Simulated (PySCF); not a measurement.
CH7GeNOSi, SMILES [Ge@H]1([OH])[SiH2]C[NH]1. Atoms are numbered in the order given.

```xyz
12

O      1.7586     0.2269    -1.2338
Ge     0.7464     0.0373     0.2445
N     -0.4178    -1.4024     0.1969
C     -1.7636    -0.9104    -0.1268
Si    -1.4419     0.9800     0.0977
H      2.6814    -0.0202    -1.0898
H      1.7375    -0.0160     1.4363
H     -0.2223    -2.3889     0.0481
H     -2.0949    -1.1373    -1.1599
H     -2.5422    -1.2969     0.5585
H     -1.7882     1.8414    -1.0685
H     -2.0330     1.5682     1.3348
```
Charge 0, spin multiplicity 1.

Coordinates come from a B3LYP-D3(BJ)/def2-SVP optimisation. The structure was generated by enumeration; whether it is a known compound was not checked. Other conformers were not sampled.

Vertical ionisation energy (IE) and electron affinity (EA) in eV. Rows of orbital energies are one-electron estimates. Where ΔSCF, EOM or ADC give a negative EA the extra electron is unbound and the value depends on the basis.

| level | IE | EA |
|---|---|---|
| −ε(HOMO), −ε(LUMO), PBE0/def2-TZVP (PySCF) | 6.61 | 0.10 |
| −ε(HOMO), −ε(LUMO), PBE/def2-TZVP (PySCF) | ? | ? |

**Question.** What belongs in the gaps? (Estimate from the structure and the level; the computed values follow.)

**Answer.** 
- −ε(HOMO), −ε(LUMO), PBE/def2-TZVP (PySCF), IE: 5.27
- −ε(HOMO), −ε(LUMO), PBE/def2-TZVP (PySCF), EA: 0.94
